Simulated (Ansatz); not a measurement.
Relaxation of a periodic cell of 36 atoms, H6C2O (contents 4 CH3CH2OH, density as packed 0.72 g/cm³ with natural masses), to a largest force component of 0.3 eV/Å in at most 15 steps.

Theory: DFT r2SCAN-D3(BJ), scalar-relativistic, plane waves, PAW (Ansatz 0.2.0). Settings: accuracy low, cutoff 500 eV, k mesh 1x1x1, fermi-dirac smearing 0.05 eV, no spin polarisation.

```xyz
36
Lattice="7.5291 0.0000 0.0000 0.0000 7.5291 0.0000 0.0000 0.0000 7.5291" Properties=species:S:1:pos:R:3
C 2.798 0.118 6.254
C 4.000 1.035 6.215
O 3.515 2.352 5.955
H 4.281 2.948 5.928
H 4.537 0.996 7.173
H 4.698 0.711 5.430
H 3.105 -0.912 6.451
H 2.110 0.437 7.040
H 2.271 0.152 5.298
C 6.444 1.638 2.170
C 5.872 1.484 3.561
O 6.936 1.052 4.407
H 6.577 0.950 5.304
H 5.457 2.441 3.908
H 5.053 0.750 3.553
H 5.673 1.969 1.469
H 7.252 2.373 2.178
H 6.848 0.685 1.824
C 8.100 4.794 3.848
C 6.839 5.626 3.777
O 5.736 4.721 3.811
H 4.921 5.247 3.766
H 6.799 6.326 4.623
H 6.830 6.221 2.853
H 8.986 5.433 3.826
H 8.110 4.210 4.771
H 8.141 4.105 3.002
C 1.491 3.768 0.893
C 0.120 4.387 0.739
O -0.532 3.702 -0.330
H -1.414 4.093 -0.437
H -0.449 4.286 1.674
H 0.212 5.460 0.519
H 2.044 4.252 1.702
H 1.397 2.704 1.119
H 2.056 3.876 -0.034
```

**Question.** Where does it end, and by what steps?

**Answer.** The run converged. The threshold is loose, so the end isn't yet a minimum. The force dipped under the threshold on the way, but the program's further checks kept it going. Limits of this set-up: coarse k mesh, low accuracy level. After 10 steps the energy has fallen by 1.114 eV; H22 moved furthest, 1.38 Å.

```csv
step,energy less start (eV),largest force component (eV/Å),accepted
0,0.0000,0.775,yes
1,-0.3114,0.348,yes
2,-0.4530,0.244,yes
3,-0.5673,0.536,yes
4,-0.6493,1.022,yes
5,-0.7335,1.094,yes
6,-0.8355,0.826,yes
7,-0.9374,0.492,yes
8,-1.0197,0.348,yes
9,-1.0765,0.329,yes
10,-1.1139,0.252,yes
```

```xyz
36
Lattice="7.5291 0.0000 0.0000 0.0000 7.5291 0.0000 0.0000 0.0000 7.5291" Properties=species:S:1:pos:R:3
C 2.450 0.397 6.279
C 3.835 0.983 6.450
O 3.866 2.255 5.802
H 4.769 2.587 5.847
H 4.077 1.090 7.518
H 4.596 0.318 6.009
H 2.403 -0.598 6.734
H 1.698 1.029 6.761
H 2.185 0.321 5.222
C 6.652 1.187 2.200
C 6.238 1.545 3.611
O 7.333 1.299 4.496
H 7.339 1.954 5.208
H 5.929 2.595 3.659
H 5.367 0.946 3.913
H 5.827 1.350 1.505
H 7.490 1.802 1.873
H 6.958 0.139 2.132
C 7.784 4.946 3.928
C 6.454 5.619 4.156
O 5.663 4.780 5.048
H 4.780 5.153 5.133
H 6.599 6.612 4.606
H 5.901 5.736 3.211
H 8.405 5.585 3.288
H 8.318 4.782 4.875
H 7.661 3.971 3.443
C 1.626 3.836 0.515
C 0.207 4.246 0.190
O -0.366 3.343 -0.757
H -0.984 3.871 -1.292
H -0.408 4.262 1.100
H 0.201 5.262 -0.225
H 2.081 4.561 1.192
H 1.653 2.861 1.003
H 2.228 3.768 -0.392
```

The run took 4.5 min on 1 thread of Arm Neoverse V1, on a shared host, peak memory 0.83 GiB.
